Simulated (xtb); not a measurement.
xtb input (GFN2-xTB):

```bash
xtb mol.xyz --gfn 2 --sp --chrg -1 --uhf 0
```
mol.xyz:
```
3

Sn    -0.29848630     0.39766757    -0.25872627
O     -1.41522141    -1.25126032    -0.29809351
Cl     1.54388745    -0.58078211     0.90123890
```

Output:

```
           -------------------------------------------------
          |                Calculation Setup                |
           -------------------------------------------------

           -------------------------------------------------
          |                 G F N 2 - x T B                 |
           -------------------------------------------------

        Reference                      10.1021/acs.jctc.8b01176
      * Hamiltonian:
        H0-scaling (s, p, d)           1.850000    2.230000    2.230000
        zeta-weighting                 0.500000
      * Dispersion:
        s8                             2.700000
        a1                             0.520000
        a2                             5.000000
        s9                             5.000000
      * Repulsion:
        kExp                           1.500000    1.000000
        rExp                           1.000000
      * Coulomb:
        alpha                          2.000000
        third order                    shell-resolved
        anisotropic                    true
        a3                             3.000000
        a5                             4.000000
        cn-shift                       1.200000
        cn-exp                         4.000000
        max-rad                        5.000000

          ...................................................
          :                      SETUP                      :
          :.................................................:
          :  # basis functions                  24          :
          :  # atomic orbitals                  22          :
          :  # shells                            8          :
          :  # electrons                        18          :
          :  max. iterations                   250          :
          :  Hamiltonian                  GFN2-xTB          :
          :  restarted?                      false          :
          :  GBSA solvation                  false          :
          :  PC potential                    false          :
          :  electronic temp.          300.0000000     K    :
          :  accuracy                    1.0000000          :
          :  -> integral cutoff          0.2500000E+02      :
          :  -> integral neglect         0.1000000E-07      :
          :  -> SCF convergence          0.1000000E-05 Eh   :
          :  -> wf. convergence          0.1000000E-03 e    :
          :  Broyden damping             0.4000000          :
          :  net charge                         -1          :
          :  unpaired electrons                  0          :
          ...................................................

 iter      E             dE          RMSdq      gap      omega  full diag
   1    -10.9982388 -0.109982E+02  0.239E+01    3.19       0.0  T
   2    -10.9894787  0.876014E-02  0.185E+01    2.48       1.0  T
   3    -10.7311197  0.258359E+00  0.185E+01    5.83       1.0  T
   4    -11.0056573 -0.274538E+00  0.325E+00    3.24       1.0  T
   5    -11.0051138  0.543453E-03  0.183E+00    2.89       1.0  T
   6    -11.0063328 -0.121897E-02  0.195E+00    3.30       1.0  T
   7    -11.0068565 -0.523733E-03  0.145E+00    3.27       1.0  T
   8    -11.0082317 -0.137519E-02  0.527E-01    3.11       1.0  T
   9    -11.0082258  0.586852E-05  0.145E-01    3.10       1.0  T
  10    -11.0082395 -0.136568E-04  0.277E-02    3.11       2.1  T
  11    -11.0082396 -0.119840E-06  0.181E-02    3.11       3.2  T
  12    -11.0082400 -0.338562E-06  0.572E-03    3.12      10.1  T
  13    -11.0082400 -0.659057E-07  0.309E-03    3.11      18.7  T
  14    -11.0082400  0.184183E-07  0.281E-03    3.12      20.6  T
  15    -11.0082400 -0.229499E-07  0.509E-04    3.11     113.5  T
  16    -11.0082400 -0.366322E-09  0.188E-04    3.11     306.8  T

   *** convergence criteria satisfied after 16 iterations ***

         #    Occupation            Energy/Eh            Energy/eV
      -------------------------------------------------------------
         1        2.0000           -0.8465531             -23.0359
       ...           ...                  ...                  ...
         3        2.0000           -0.3526958              -9.5973
         4        2.0000           -0.2341372              -6.3712
         5        2.0000           -0.2286429              -6.2217
         6        2.0000           -0.2249569              -6.1214
         7        2.0000           -0.1539137              -4.1882
         8        2.0000           -0.1532108              -4.1691
         9        2.0000           -0.1431290              -3.8947 (HOMO)
        10                         -0.0286739              -0.7803 (LUMO)
        11                          0.0545215               1.4836
        12                          0.0922511               2.5103
        13                          0.1514703               4.1217
        14                          0.1618733               4.4048
       ...                                ...                  ...
        22                          0.6163146              16.7708
      -------------------------------------------------------------
                  HL-Gap            0.1144551 Eh            3.1145 eV
             Fermi-level           -0.0859014 Eh           -2.3375 eV

 SCC (total)                   0 d,  0 h,  0 min,  0.005 sec
 SCC setup                      ...        0 min,  0.000 sec (  1.480%)
 Dispersion                     ...        0 min,  0.000 sec (  0.759%)
 classical contributions        ...        0 min,  0.000 sec (  0.237%)
 integral evaluation            ...        0 min,  0.001 sec ( 13.337%)
 iterations                     ...        0 min,  0.003 sec ( 67.469%)
 molecular gradient             ...        0 min,  0.001 sec ( 15.122%)
 printout                       ...        0 min,  0.000 sec (  1.384%)

         :::::::::::::::::::::::::::::::::::::::::::::::::::::
         ::                     SUMMARY                     ::
         :::::::::::::::::::::::::::::::::::::::::::::::::::::
         :: total energy             -11.006148761863 Eh    ::
         :: gradient norm              0.071313039943 Eh/a0 ::
         :: HOMO-LUMO gap              3.114480500940 eV    ::
         ::.................................................::
         :: SCC energy               -11.008239994310 Eh    ::
         :: -> isotropic ES            0.185864186917 Eh    ::
         :: -> anisotropic ES          0.010044774236 Eh    ::
         :: -> anisotropic XC         -0.008600164376 Eh    ::
         :: -> dispersion             -0.002191153206 Eh    ::
         :: repulsion energy           0.002091232446 Eh    ::
         :: add. restraining           0.000000000000 Eh    ::
         :: total charge              -1.000000000000 e     ::
         :::::::::::::::::::::::::::::::::::::::::::::::::::::

           -------------------------------------------------
          |                Property Printout                |
           -------------------------------------------------

    * Orbital Energies and Occupations

         #    Occupation            Energy/Eh            Energy/eV
      -------------------------------------------------------------
         1        2.0000           -0.8465531             -23.0359
         2        2.0000           -0.5597072             -15.2304
         3        2.0000           -0.3526958              -9.5973
         4        2.0000           -0.2341372              -6.3712
         5        2.0000           -0.2286429              -6.2217
         6        2.0000           -0.2249569              -6.1214
         7        2.0000           -0.1539137              -4.1882
         8        2.0000           -0.1532108              -4.1691
Note: The following floating-point exceptions are signalling: IEEE_UNDERFLOW_FLAG IEEE_DENORMAL
normal termination of xtb
         9        2.0000           -0.1431290              -3.8947 (HOMO)
        10                         -0.0286739              -0.7803 (LUMO)
        11                          0.0545215               1.4836
        12                          0.0922511               2.5103
        13                          0.1514703               4.1217
        14                          0.1618733               4.4048
        15                          0.2165920               5.8938
        16                          0.2408828               6.5548
        17                          0.2522487               6.8640
        18                          0.2529111               6.8821
        19                          0.2595812               7.0636
        20                          0.2628783               7.1533
       ...                                ...                  ...
        22                          0.6163146              16.7708
      -------------------------------------------------------------
                  HL-Gap            0.1144551 Eh            3.1145 eV
             Fermi-level           -0.0859014 Eh           -2.3375 eV

     #   Z          covCN         q      C6AA      α(0)
     1  50 Sn       1.571     0.272   458.237    46.096
     2   8 O        0.769    -0.709    29.016     7.219
     3  17 Cl       0.802    -0.563   117.927    16.612

 Mol. C6AA /au·bohr⁶  :       1377.995852
 Mol. C8AA /au·bohr⁸  :     109275.553021
 Mol. α(0) /au        :         69.927696

Wiberg/Mayer (AO) data.
largest (>0.10) Wiberg bond orders for each atom

 ---------------------------------------------------------------------------
     #   Z sym  total        # sym  WBO       # sym  WBO       # sym  WBO
 ---------------------------------------------------------------------------
     1  50 Sn   2.691 --     2 O    1.941     3 Cl   0.749
     2   8 O    1.986 --     1 Sn   1.941
     3  17 Cl   0.793 --     1 Sn   0.749
 ---------------------------------------------------------------------------

Topologies differ in total number of bonds
Writing topology from bond orders to xtbtopo.mol

molecular dipole:
                 x           y           z       tot (Debye)
 q only:        0.102       2.498      -0.691
   full:        0.088       3.107      -0.878       8.211
molecular quadrupole (traceless):
                xx          xy          yy          xz          yz          zz
 q only:       -6.633      -4.196       1.294      -5.683       0.011       5.339
  q+dip:      -10.175      -4.609       4.295      -7.887      -0.663       5.880
   full:      -10.383      -7.242       1.665      -8.835      -0.107       8.718

           -------------------------------------------------
          | TOTAL ENERGY              -11.006148761863 Eh   |
          | GRADIENT NORM               0.071313039943 Eh/α |
          | HOMO-LUMO GAP               3.114480500940 eV   |
           -------------------------------------------------

------------------------------------------------------------------------
------------------------------------------------------------------------
 total:
 SCF:
```

This state (charge -1, singlet) is run at the relaxed geometry of the species with charge 0 and multiplicity 2.
